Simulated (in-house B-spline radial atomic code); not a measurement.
Ionisation energies along the 9-electron series, configuration [He] 2s2 2p5, as differences of self-consistent energies. Dirac energy differences include first-order Breit, QED and recoil terms. NIST's values go from ground level to ground level; the uncertainty of those that are theory runs from under 0.1 % in few-electron ions to several per cent in heavy many-electron ones. Computed with an all-electron radial atomic-structure program (B-spline basis): Dirac-Hartree-Fock, average of the configuration, finite nuclei.

| ion | configuration after | ionisation energy (eV) | IE/(q+1)² (eV) | Breit and QED recoil part (eV) | tabulated value (eV) | computed minus tabulated (eV) |
| --- | --- | --- | --- | --- | --- | --- |
| F | [He] 2s2 2p4 | 17.1 | 17.108 | -0.0018339 | 17.42282 | -0.3 |
| Ne+ | [He] 2s2 2p4 | 41.0 | 10.256 | -0.0060929 | 40.96297 | 0.1 |
| Mg3+ | [He] 2s2 2p4 | 110.0 | 6.8729 | -0.022661 | 109.2654 | 0.7 |
| Al4+ | [He] 2s2 2p4 | 154.8 | 6.1934 | -0.035884 | 153.8252 | 1.0 |
| Si5+ | [He] 2s2 2p4 | 206.6 | 5.7388 | -0.053129 | 205.279 | 1.3 |
| P6+ | [He] 2s2 2p4 | ? | ? | ? | ? | ? |
| S7+ | [He] 2s2 2p4 | 330.7 | 5.1677 | -0.10142 | 328.794 | 1.9 |
| Cl8+ | [He] 2s2 2p4 | ? | ? | ? | ? | ? |
| Ar9+ | [He] 2s2 2p4 | 482.3 | 4.8233 | -0.17128 | 479.76 | 2.6 |
| K10+ | [He] 2s2 2p4 | 568.4 | 4.6978 | -0.21591 | 565.6 | 2.8 |
| Ca11+ | [He] 2s2 2p4 | 661.4 | 4.5931 | -0.26741 | 658.2 | 3.2 |
| Sc12+ | [He] 2s2 2p4 | 761.3 | 4.5045 | -0.32609 | 757.7 | 3.6 |
| Ti13+ | [He] 2s2 2p4 | 868.0 | 4.4285 | -0.39289 | 864 | 4.0 |
| V14+ | [He] 2s2 2p4 | 981.6 | 4.3628 | -0.46818 | 977.2 | 4.4 |
| Cr15+ | [He] 2s2 2p4 | ? | ? | ? | ? | ? |
| Mn16+ | [He] 2s2 2p4 | 1229.6 | 4.2547 | -0.64646 | 1224.1 | 5.5 |
| Fe17+ | [He] 2s2 2p4 | 1364.0 | 4.2098 | -0.75051 | 1357.8 | 6.2 |
| Co18+ | [He] 2s2 2p4 | 1505.3 | 4.1698 | -0.865 | 1504.5 | 0.8 |
| Ni19+ | [He] 2s2 2p4 | 1653.5 | 4.1338 | -0.99096 | 1646 | 7.5 |
| Cu20+ | [He] 2s2 2p4 | 1808.8 | 4.1015 | -1.1281 | 1800 | 8.8 |

Task: Fill in the row of P6+.

Result: ionisation energy (eV): 265.2; IE/(q+1)² (eV): 5.4129; Breit and QED recoil part (eV): -0.074755; tabulated value (eV): 263.57; computed minus tabulated (eV): 1.7.

Task: Fill in the row of Cl8+.

Result: ionisation energy (eV): 403.1; IE/(q+1)² (eV): 4.9766; Breit and QED recoil part (eV): -0.13343; tabulated value (eV): 400.851; computed minus tabulated (eV): 2.2.

Task: Fill in the row of Cr15+.

Result: ionisation energy (eV): 1102.2; IE/(q+1)² (eV): 4.3053; Breit and QED recoil part (eV): -0.55263; tabulated value (eV): 1097.2; computed minus tabulated (eV): 5.0.

Where a p, d or f electron is removed, the computed value is a mean over both j, so it misses the tabulated one by a part of the spin-orbit splitting; averaging over terms and missing correlation add to the gap, relatively most at low charge.
